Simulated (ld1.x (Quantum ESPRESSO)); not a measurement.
# Before and after: TM semilocal potential for Cd

ld1.x (Quantum ESPRESSO) 7.5 input, shortened:

```
&input
   title='Cd', zed=48., rel=1, dft='PZ', iswitch=3,
   config='[Kr] 4d10 5s1 5p1'
 /
 &inputp
   pseudotype=1, tm=.true., lloc=1,
   nlcc=.false.
 /
3
5S  1  0   1.00   0.00  2.05  2.05  0.0
4D  3  2  10.00   0.00  1.15  1.15  0.0
5P  2  1   1.00   0.00  2.75  2.75  0.0
 &test
   configts(1)='4d10 5s1 5p1'
 /
```

Change: wave 4d (bound): rc 1.15 bohr becomes 4d (bound): rc 1.66 bohr.

Cutoffs: the cutoffs (Ry, on a coarse ladder) from which the occupation-weighted sum of valence levels, in a spherical-Bessel basis at the reference potential, stays within 10 and 1 mRy of its value at 400 Ry; they do not see the model core or the augmentation charge, which bear on the density cutoff. Errors are all-electron minus pseudo energies relative to the spin-unpolarised reference configuration.

**Question.** How do hardness, ghosts and transferability respond?

**Answer.** The potential gets softer (90 Ry and 110 Ry → 70 Ry and 110 Ry); of the 9 tests that both files solve, the error grows in 1 and shrinks in 2 by more than 15 % and 0.3 meV (median size 5.4 → 4.7 meV); neither file shows a bound ghost. A larger radius leaves more room for a smooth pseudo-wave, so fewer plane waves are needed. A semilocal file is local in each channel, so a ghost entry of none says nothing of the separable form that plane-wave codes build from it.

| quantity | base | changed |
| --- | --- | --- |
| cutoff, loose | 90 Ry | 70 Ry |
| cutoff, tight | 110 Ry | 110 Ry |
| loose cutoff by channel (10 mRy a level) | s 8 Ry, d 70 Ry, p 6 Ry | s 8 Ry, d 55 Ry, p 6 Ry |
| bound ghosts | none | none |
| error for 4d10 5s2 5p0, meV [ΔE -4.79 eV] | +1.2 | +1.3 |
| error for 4d10 5s1 5p0, meV [ΔE 4.84 eV] | -1.8 | -1.7 |
| error for 4d10 5s0 5p0, meV [ΔE 22.36 eV] | -5.4 | -4.4 |
| error for 4d9 5s0 5p0, meV [ΔE 60.61 eV] | +46 | +37 |
| error for 4d9 5s2 5p1, meV [ΔE 7.80 eV] | -95 | -96 |
| error for 4d8 5s0 5p0, meV [ΔE 114.89 eV] | -45 | -72 |
| error for 4d10 5s1.5 5p0, meV [ΔE -0.91 eV] | -0.2 | -0.2 |
| error for 4d10 5s1 5p1 (spin-polarised), meV [ΔE -0.51 eV] | +11 | +11 |
| error for 4d10 5s1 5p0 (spin-polarised), meV [ΔE 4.65 eV] | +4.8 | +4.7 |
| s: phases at 3.00 bohr within 0.05 rad from the reference energy up to (Ry; the scan ends near 5) | 2.0 | 2.0 |
| p: phases at 3.00 bohr within 0.05 rad from the reference energy up to (Ry; the scan ends near 5) | 2.6 | 2.6 |
| d: phases at 3.00 bohr within 0.05 rad from the reference energy up to (Ry; the scan ends near 5) | to the end of the scan | to the end of the scan |
